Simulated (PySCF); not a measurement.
SMILES C[CH](C)[Al]([CH3])[CH3] (GFN2-xTB optimised geometry):

```
19

Al     0.192    -0.702     0.000
C      2.186    -0.702     0.000
H      2.624    -0.089    -0.794
H      2.576    -1.717    -0.132
H      2.608    -0.328     0.939
C     -0.878    -2.385     0.001
H     -1.836    -2.278     0.520
H     -0.336    -3.197     0.498
H     -1.113    -2.746    -1.006
C     -0.805     1.067     0.000
C     -1.969     1.043    -1.003
C      0.138     2.241    -0.297
H     -1.252     1.260     0.991
H     -2.564     1.956    -0.944
H     -1.593     0.949    -2.022
H     -2.624     0.194    -0.807
H      0.963     2.258     0.416
H     -0.385     3.197    -0.238
H      0.561     2.148    -1.297
```

Computed with CAM-B3LYP/def2-SVP run with PySCF 2.14.0.

Problem. What are the frontier orbital energies and the dipole moment?

Solution. HOMO-2 -10.48 eV, HOMO-1 -8.99 eV, HOMO -8.04 eV, LUMO 0.39 eV, LUMO+1 1.51 eV; dipole moment 0.34 D.

On the same geometry PBE/def2-SVP (PySCF) gives HOMO-2 -7.63 eV, HOMO-1 -6.32 eV, HOMO -5.46 eV, LUMO -1.34 eV, LUMO+1 -0.10 eV; dipole moment 0.34 D.

Meta-Löwdin charges at CAM-B3LYP/def2-SVP: Al1 0.83, C2 -0.59, H3 0.11, H4 0.10, H5 0.11, C6 -0.59, H7 0.10, H8 0.10, H9 0.11, C10 -0.31, C11 -0.27, C12 -0.27, H13 0.08, H14 0.09, H15 0.08, H16 0.09, H17 0.09, H18 0.08, H19 0.08.
